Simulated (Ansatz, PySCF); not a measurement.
This triplet is an excited state, 0.42 eV above the relaxed singlet at the level frozen-core CCSD(T)/cc-pVDZ // PBE0-D3(BJ)/def2-TZVP (Ansatz, a program for electronic structure).

Z-matrix (Å, degrees):
```
Ge
Si 1 2.3684
H 2 1.4857 1 107.78
H 2 1.4885 3 109.03 1 -120.87
H 2 1.4887 3 109.16 4 -118.67
Si 1 2.3684 2 127.54 3 176.18
H 6 1.4857 1 107.84 2 -171.84
H 6 1.4884 7 108.97 1 120.98
H 6 1.4888 7 109.20 8 118.68
```
Charge 0, spin multiplicity 3.

### Question
What total energy, dipole moment and highest occupied spin orbital does PBE0-D3(BJ)/def2-TZVP in PySCF give?

### Answer

- total energy: -2659.0473 Ha
- dipole moment: 0.17 D
- highest occupied spin orbital: -5.63 eV
